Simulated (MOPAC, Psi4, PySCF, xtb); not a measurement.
Interaction energy of H6B3N3 ··· H3B (SMILES B1NBNBN1 and B). Monomers: optimised at B3LYP-D3(BJ) (def2-TZVP), held rigid. Orientation: lowest of the rigid-body minima from ten starts at GFN2-xTB (searched outside a hard wall at short contacts). Only R, the distance of the centres of mass, is varied, so the lowest point isn't the relaxed dimer. The shortest distances reach bonding range, where SAPT0 and rigid monomers are unreliable.

- PM6, restricted, heats of formation (MOPAC)
- RKS-B3LYP/6-31G* = restricted B3LYP/6-31G*, spherical d, no counterpoise correction in PySCF
- GFN1-xTB (xtb)
- SAPT0/jun-cc-pVDZ, frozen core (Psi4)

Interaction energies in kJ/mol; the last columns give the difference from SAPT0:

```
R / Å     PM6  RKS-B3LYP/6-31G*  GFN1-xTB  SAPT0/jun-cc-pVDZ  PM6 − SAPT0/jun-cc-pVDZ  RKS-B3LYP/6-31G* − SAPT0/jun-cc-pVDZ  GFN1-xTB − SAPT0/jun-cc-pVDZ
-----  ------  ----------------  --------  -----------------  -----------------------  ------------------------------------  ----------------------------
2.34   -19.74             51.73     23.29              27.74                   -47.49                                 23.98                         -4.46
2.61   -33.03              2.70    -13.44              -6.80                   -26.23                                  9.51                         -6.64
2.74   -29.89             -7.52    -18.81             -13.33                   -16.56                                  5.81                         -5.48
2.97   -20.81            -14.70    -19.45             -16.97                    -3.84                                  2.28                         -2.48
3.14   -14.65            -15.20    -16.76             -16.33                     1.68                                  1.13                         -0.43
3.35    -9.12            -13.48    -12.78             -14.05                     4.93                                  0.57                          1.27
3.71    -4.08             -9.14     -7.55              -9.51                     5.43                                  0.37                          1.96
4.00    -2.23             -6.17     -5.15              -6.52                     4.29                                  0.35                          1.36
4.49    -0.82             -2.81     -3.07              -3.27                     2.45                                  0.46                          0.20
5.17    -0.20             -0.55     -1.66              -1.26                     1.06                                  0.71                         -0.40
6.21    -0.03              0.06     -0.65              -0.33                     0.30                                  0.39                         -0.32
7.46     0.00              0.04     -0.24              -0.08                     0.08                                  0.12                         -0.15
```

PM6 is furthest from SAPT0/jun-cc-pVDZ at 2.34 (-47.49 kJ/mol, below); its mean absolute difference over the points is 9.53 kJ/mol.

RKS-B3LYP/6-31G* is furthest from SAPT0/jun-cc-pVDZ at 2.34 (23.98 kJ/mol, above); its mean absolute difference over the points is 3.81 kJ/mol.

GFN1-xTB is furthest from SAPT0/jun-cc-pVDZ at 2.61 (-6.64 kJ/mol, below); its mean absolute difference over the points is 2.10 kJ/mol.
